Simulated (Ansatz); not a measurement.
Reaction (hydrogenolysis of a C–C bond): `C=C(C)CC(C)(C)C` + H₂ → `CC(C)(C)C` + propene

Gas-phase electronic energies from Ansatz, PBE0-D4/def2-TZVP geometries. CBS: MP2 limit from def2 TZ/QZ plus the TZ coupled-cluster correction, frozen cores. This one scheme is used for every species. Functionals use def2-TZVPP. B3LYP here is the variant with VWN-RPA as its local correlation; programs differ in this. Each species was taken in one conformer, which may not be the lowest.

| level | ΔE (kcal/mol) | difference from CCSD(T)/CBS |
| --- | --- | --- |
| BLYP-D4 | -12.7 | -0.2 |
| r2SCAN-D4 | -13.0 | -0.5 |
| r2SCAN0-D4 | -13.6 | -1.1 |
| BHLYP-D4 | -15.0 | -2.5 |
| CAM-B3LYP-D4 | -14.4 | -1.9 |
| ωB97X-V | -13.3 | -0.8 |
| ωB97M-V | -13.1 | -0.6 |
| PBE-QIDH | -13.9 | -1.4 |
| revPBE | -18.7 | -6.2 |
| BLYP | -19.7 | -7.2 |
| B3LYP | -19.2 | -6.7 |
| CAM-B3LYP | -17.8 | -5.3 |
| MP2/def2-SVP | -10.9 | 1.6 |
| SCS-MP2/def2-TZVPP | -12.9 | -0.4 |
| HF/CBS(def2) | -22.8 | -10.3 |
| CCSD/CBS(def2) | -14.4 | -1.9 |
| CCSD(T)/CBS | -12.5 | 0 |

Largest T1 diagnostic among the species: 0.010.

Leaving LDA and LC-ωPBE aside and taking each functional with its dispersion term where it has one, the values, not all of them listed here, spread over 5.7 kcal/mol, from B2PLYP to revPBE-D4. LDA lies +5.7 kcal/mol from PBE without D4. The D4 term adds +5.5 kcal/mol with B3LYP and +3.3 kcal/mol with PBE0; it sums over pairs of atoms, weighted by their polarisabilities, and B3LYP, whose exchange is more repulsive, gets the larger term. From r2SCAN to r2SCAN0 (25 % exact exchange), in def2-TZVPP and without D4, ΔE moves by −0.8 kcal/mol.
